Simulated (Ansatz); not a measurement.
Geometry optimisation, UKS LDA/6-31G* in Ansatz 0.2.0.

Input:

```yaml
crystal:
  periodic: [false, false, false]
  atoms:
    - { symbol: Cl, position_ang: [-1.895558, -1.470956, 0.49725] }
    - { symbol: C, position_ang: [-0.616652, -0.272496, 0.853137] }
    - { symbol: Si, position_ang: [0.550154, 0.262815, -0.636518] }
    - { symbol: F, position_ang: [1.757331, 0.75068, 0.487874] }
    - { symbol: H, position_ang: [-1.129566, 0.635274, 1.224307] }
    - { symbol: H, position_ang: [-0.026148, -0.675073, 1.693958] }
    - { symbol: H, position_ang: [0.488284, 1.697864, -1.196192] }
    - { symbol: H, position_ang: [1.486604, -0.769078, -1.284008] }
    - { symbol: H, position_ang: [-0.61455, -0.159031, -1.639808] }
total_charge: -1
magnetization:
  spin_polarized: true
basis:
  gaussian: { orbitals: "6-31G*" }
hamiltonian:
  xc: lda
relax:
  f_tol: 0.03
  max_steps: 50
```

Run as:

```bash
$ ansatz run input.yaml --threads 2 --pin off --max-ram 3072MiB --backend cpu --events-out ev --progress --plain --runs-dir out
```

Question: Where does it end, and by what steps?

Answer: It converged. Limits of this set-up: an anion without diffuse functions, the dipole of an ion depends on the origin. After 8 steps the energy has fallen by 0.086 eV; Cl1 moved furthest, 0.36 Å.

```tsv
step	energy less start (eV)	largest force component (eV/Å)	accepted
0	0.0000	0.675	yes
1	-0.0409	0.349	yes
2	-0.0593	0.186	yes
3	-0.0700	0.143	yes
4	-0.0766	0.218	yes
5	-0.0811	0.187	yes
6	-0.0844	0.144	yes
7	-0.0848	0.120	yes
8	-0.0857	0.010	yes
```

```xyz
9
Properties=species:S:1:pos:R:3
Cl -2.125 -1.197 0.547
C -0.580 -0.286 0.838
Si 0.512 0.258 -0.671
F 1.493 0.869 0.605
H -0.857 0.611 1.419
H 0.029 -0.918 1.507
H 0.400 1.644 -1.325
H 1.645 -0.627 -1.211
H -0.516 -0.354 -1.711
```

Run time: 22 s on 2 threads of Arm Neoverse N1 (shared host), peak memory 0.15 GiB.
